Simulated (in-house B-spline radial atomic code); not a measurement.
Ionisation energies along the 44-electron series, configuration 1s2 2s2 2p6 3s2 3p6 3d10 4s2 4p6 4d3/2(4) 4d5/2(4), as differences of self-consistent energies. Dirac energy differences include first-order Breit, QED and recoil terms. NIST's values go from ground level to ground level; the uncertainty of those that are theory runs from under 0.1 % in few-electron ions to several per cent in heavy many-electron ones. Computed with a B-spline radial code for spherical atoms: Dirac-Hartree-Fock, jj configuration that fills j = l - 1/2 first, finite nuclei.

A number in brackets counts the electrons of a j subshell.

```tsv
ion	configuration after	ionisation energy (eV)	IE/(q+1)² (eV)	-ε less Coulomb ΔSCF (eV)	Breit and QED recoil part (eV)	tabulated value (eV)	tabulated kind	computed minus tabulated (eV)
Rh+	[Kr] 4d3/2(4) 4d5/2(3)	17.12	4.2794	1.7801	0.016375	18.08	semi-empirical	-0.96
Pd2+	[Kr] 4d3/2(4) 4d5/2(3)	?	?	?	?	?	semi-empirical	?
Ag3+	[Kr] 4d3/2(4) 4d5/2(3)	49.60	3.1001	1.554	0.022181	49	tabulated theory	0.60
Cd4+	[Kr] 4d3/2(4) 4d5/2(3)	?	?	?	?	?	tabulated theory	?
In5+	[Kr] 4d3/2(4) 4d5/2(3)	91.03	2.5286	1.4714	0.022891	90	tabulated theory	1.03
Sn6+	[Kr] 4d3/2(4) 4d5/2(3)	114.79	2.3427	1.4493	0.021547	112.9	tabulated theory	1.89
```

Task: Fill in the row of Pd2+.

Result: ionisation energy (eV): 32.15; IE/(q+1)² (eV): 3.5717; -ε less Coulomb ΔSCF (eV): 1.6355; Breit and QED recoil part (eV): 0.019994; tabulated value (eV): 32.93; computed minus tabulated (eV): -0.78.

Task: Fill in the row of Cd4+.

Result: ionisation energy (eV): 69.27; IE/(q+1)² (eV): 2.7709; -ε less Coulomb ΔSCF (eV): 1.5039; Breit and QED recoil part (eV): 0.023115; tabulated value (eV): 67.9; computed minus tabulated (eV): 1.37.
